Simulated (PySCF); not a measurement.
Cd(Br)(Et) (C2H5BrCd), SMILES C[CH2][Cd][Br]. Atoms are numbered in the order given.

```xyz
9

Cd     0.1809     0.4005     0.0000
Br    -0.1562    -2.0099     0.0000
C      0.4742     2.5005     0.0000
C     -0.8033     3.3305     0.0000
H      1.0946     2.7253    -0.8824
H      1.0946     2.7253     0.8824
H     -1.4282     3.1367     0.8857
H     -1.4282     3.1367    -0.8857
H     -0.5748     4.4106     0.0000
```

Coordinates come from a PBE0-D3(BJ)/def2-SVP optimisation. The def2 effective core potentials stand for the cores of Cd; spin–orbit coupling is left out. Other conformers were not sampled.

The numbers are results of TDDFT-ωB97X/def2-SVPD run with PySCF 2.14.0, not measurements.

Vertical excitations. Gas-phase values at a fixed geometry. State labels are in the subgroup Cs.

| state | symmetry | energy (eV) | λ (nm) | f | main pairs |
|---|---|---|---|---|---|
| S1 | A' | 6.10 | 203 | 0.021 | HOMO−2→LUMO 86 % |
| S2 | A" | 6.10 | 203 | 0.025 | HOMO−1→LUMO 90 % |
| S3 | A' | 6.24 | 199 | 0.103 | HOMO→LUMO+1 59 %, HOMO→LUMO 29 % |
| S4 | A" | 6.35 | 195 | 0.043 | HOMO→LUMO+2 95 % |
| S5 | A' | 6.39 | 194 | 0.363 | HOMO→LUMO 55 %, HOMO→LUMO+1 31 % |
| S6 | A" | 6.76 | 184 | 0.000 | HOMO−1→LUMO+1 93 % |
| S7 | A' | 6.78 | 183 | 0.001 | HOMO−2→LUMO+1 50 %, HOMO−1→LUMO+2 45 % |
| S8 | A" | 6.80 | 182 | 0.000 | HOMO−2→LUMO+2 96 % |
| S9 | A' | 7.15 | 173 | 0.156 | HOMO−1→LUMO+2 35 %, HOMO−2→LUMO+1 28 %, HOMO−3→LUMO 24 % |
| S10 | A' | 8.20 | 151 | 0.891 | HOMO−3→LUMO 32 %, HOMO→LUMO+3 29 %, HOMO−1→LUMO+2 9 %, HOMO−2→LUMO+1 8 % |
| T1 | A' | 5.07 | 245 | 0 | HOMO→LUMO 91 % |
| T2 | A" | 5.82 | 213 | 0 | HOMO−1→LUMO 89 % |
| T3 | A' | 5.82 | 213 | 0 | HOMO−2→LUMO 88 % |
| T4 | A' | 6.01 | 206 | 0 | HOMO→LUMO+1 92 % |
Triplets are in the Tamm–Dancoff approximation, which puts them higher than full response would, so one can lie above its singlet here.
